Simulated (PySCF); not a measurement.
Bond stretch in H2 (cation, charge +1), doublet.

Levels: ROKS-B3LYP = restricted open-shell B3LYP/6-31G (PySCF); UHF/6-31G (PySCF); UCCSD(T) = CCSD(T) on UHF/6-31G (PySCF).

Energies relative to the lowest point of each curve near equilibrium, in kJ/mol:

```json
[
 {"R / Å": "1.00", "ROKS-B3LYP": "4.7", "UHF": "0.7"},
 {"R / Å": "1.05", "ROKS-B3LYP": "1.3", "UHF": "0.0"},
 {"R / Å": "1.10", "ROKS-B3LYP": "0.0", "UHF": "1.3"},
 {"R / Å": "1.20", "ROKS-B3LYP": "1.8", "UHF": "7.8"},
 {"R / Å": "1.27", "ROKS-B3LYP": "5.3", "UHF": "14.6"},
 {"R / Å": "1.37", "ROKS-B3LYP": "12.3", "UHF": "25.9"},
 {"R / Å": "1.64", "ROKS-B3LYP": "35.1", "UHF": "61.2"},
 {"R / Å": "2.17", "ROKS-B3LYP": "74.6", "UHF": "128.7"},
 {"R / Å": "2.71", "ROKS-B3LYP": "95.1", "UHF": "177.5"},
 {"R / Å": "2.98", "ROKS-B3LYP": "98.9", "UHF": "193.3"},
 {"R / Å": "3.85", "ROKS-B3LYP": "96.0", "UHF": "218.0"},
 {"R / Å": "4.44", "ROKS-B3LYP": "89.8", "UHF": "223.0"}
]
```

Task: Predict the corresponding UCCSD(T) column.

Result: 1.00: 0.7; 1.05: 0.0; 1.10: 1.3; 1.20: 7.8; 1.27: 14.6; 1.37: 25.9; 1.64: 61.2; 2.17: 128.7; 2.71: 177.5; 2.98: 193.3; 3.85: 218.0; 4.44: 223.0 (kJ/mol).

At the longest distance ROKS-B3LYP leaves fractional charges on the fragments, a sign of delocalisation error or of the restricted form.
